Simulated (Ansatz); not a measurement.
Input for Ansatz (a program for electronic structure):
Ansatz 0.2 input:
```yaml
crystal:
  periodic: [false, false, false]
  atoms:
    - {symbol: Si, position_ang: [0.00000000, -0.00000000, -0.00000000]}
    - {symbol: H, position_ang: [0.21946869, 1.49634988, -0.01781752]}
    - {symbol: H, position_ang: [-1.36537719, 0.20760105, 0.61659864]}
    - {symbol: H, position_ang: [1.36537719, -0.20760105, -0.61659864]}
    - {symbol: H, position_ang: [-0.48283112, -3.29196974, 0.03919854]}
basis:
  gaussian:
    orbitals: def2-SVP
hamiltonian:
  xc: pbe0
total_charge: 1
magnetization: {spin_polarized: true, initial_magnetization: 1}
```

Give the <S^2> at the level PBE0/def2-SVP in Ansatz.

0.750

Estimate the total energy that PBE0/def2-SVP returns for this input.

-291.1549 Eh

Give the number of basis functions at the level PBE0/def2-SVP.

38
